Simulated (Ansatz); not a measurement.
A geometry relaxed with PBE0-D4/def2-TZVP in Ansatz (an electronic-structure program), charge 0, multiplicity 1:

```xyz
11

Si    -1.6727    -0.1970    -0.4717
H      2.1030    -1.0000    -1.1764
H     -0.8310    -0.0543     2.3398
O      0.0433     0.0390     1.9472
H      1.8196     1.3777    -1.2520
H     -1.6186    -1.4111    -1.3328
H     -1.8968     0.9790    -1.3580
B      0.0538     0.0169     0.5937
Si     1.8547     0.2042    -0.3320
H      2.9990     0.3702     0.6058
H     -2.8542    -0.3247     0.4365
```

Task: Write the SMILES of this molecule.

Result: `OB([SiH3])[SiH3]`
